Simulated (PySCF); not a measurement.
These are PySCF with TPSSh-D3(BJ)/def2-TZVP // BP86-D3(BJ)/def2-SVP values and carry that method's errors. Isolated molecules, 0 K electronic values unless said otherwise. One relaxed conformer stands for a flexible species; it need not be the lowest. 

Reference species: [Hf(F)2(OH)2] (neutral, multiplicity 1).

```yaml
mean_distance_from_the_central_atom_to_its_bonded_neighbours: 1.929 Å
charge on the central atom (Mulliken): 1.68 e
```

Changed species: [Hf(OH)4] (4 of 4 F replaced by OH; the reference has 2 of 4 F replaced by OH).

Question: What does the change do to the mean distance from the central atom to its bonded neighbours and charge on the central atom (Mulliken)?

Answer: the mean distance from the central atom to its bonded neighbours goes up by 0.013 Å, to 1.942 Å; the charge on the central atom (Mulliken) drops by 0.04 e, to 1.64 e.
